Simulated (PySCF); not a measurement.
The molecule BO+, closed-shell singlet (lowest of 2S+1 = 1, 3, 5 at CCSD(T)/def2-TZVPP on PBE0 minima; our sources give no spin for the ground state, which may be another). The T1 diagnostic near the minimum is 0.051, so single-reference values are doubtful.

Constants: fifth-degree fit in 1/R to seven points, most abundant isotopes. In def2 and cc sets the state is the lowest found near the PBE0 minimum, followed along R. The singlet is held restricted.

Rows in 6-31G* carry no dispersion term and start afresh at each structure (6-31G* with six Cartesian d functions).

Run with PySCF for 6-31G* rows. Each number belongs to the level named beside it.

Energies at BP86/6-31G*:

| R (Å) | E (hartree) |
|---|---|
| 1.102122 | -99.51871259 |
| 1.131749 | -99.53095713 |
| 1.159006 | -99.53822009 |
| 1.189818 | -99.54257679 |
| 1.220630 | -99.54354738 |
| 1.256182 | -99.54126190 |
| 1.297660 | -99.53498815 |

### Question
With a reduced mass of 6.5209 u, find the minimum, the force constant and the constants.

### Answer
A fifth-degree polynomial in 1/R puts the minimum at r_e = 1.2151 Å with force constant 1320 N/m. Then ω_e = (1/2πc)√(k/μ) = 1850 cm⁻¹ and B_e = h/(8π²cμr_e²) = 1.751 cm⁻¹; the cubic and quartic terms give α_e = 0.017 and ω_e x_e = 12 cm⁻¹.
